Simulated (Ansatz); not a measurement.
Mulliken charges of CH4ClNSi, SMILES `[SiH3]/N=C/Cl` from B3LYP/def2-TZVPP in Ansatz (PBE0-D4/def2-TZVP geometry).

```json
{"atom": "Si1", "x (Å)": "-0.121", "y (Å)": "1.176", "z (Å)": "-0.351", "charge (e)": "0.385"}
{"atom": "N2", "x (Å)": "0.536", "y (Å)": "-0.166", "z (Å)": "0.542", "charge (e)": "-0.224"}
{"atom": "C3", "x (Å)": "0.197", "y (Å)": "-1.350", "z (Å)": "0.418", "charge (e)": "-0.006"}
{"atom": "Cl4", "x (Å)": "0.916", "y (Å)": "-2.632", "z (Å)": "1.362", "charge (e)": "-0.076"}
{"atom": "H5", "x (Å)": "-1.171", "y (Å)": "0.741", "z (Å)": "-1.317", "charge (e)": "-0.080"}
{"atom": "H6", "x (Å)": "-0.703", "y (Å)": "2.124", "z (Å)": "0.628", "charge (e)": "-0.056"}
{"atom": "H7", "x (Å)": "0.996", "y (Å)": "1.820", "z (Å)": "-1.081", "charge (e)": "-0.056"}
{"atom": "H8", "x (Å)": "-0.557", "y (Å)": "-1.770", "z (Å)": "-0.256", "charge (e)": "0.114"}
```

**Question.** By hand: the dipole of these point charges (1 e Å = 4.8032 D).

**Answer.** Σ q r = (-0.224, 0.216, -0.261) e Å, of length 0.406 e Å = 1.95 D.

**Question.** How does the dipole of the full density compare? (Best estimate.)

**Answer.** Ansatz gave: (-0.263, 0.048, -0.270) e Å, 1.83 D; the point charges give 1.07 times that, at 25° from its direction.

Point charges leave out the atoms' own dipoles, such as those of lone pairs, and Mulliken's split depends on the basis, so the two needn't agree.

B3LYP here is the variant with VWN-RPA as its local correlation; programs differ in this.
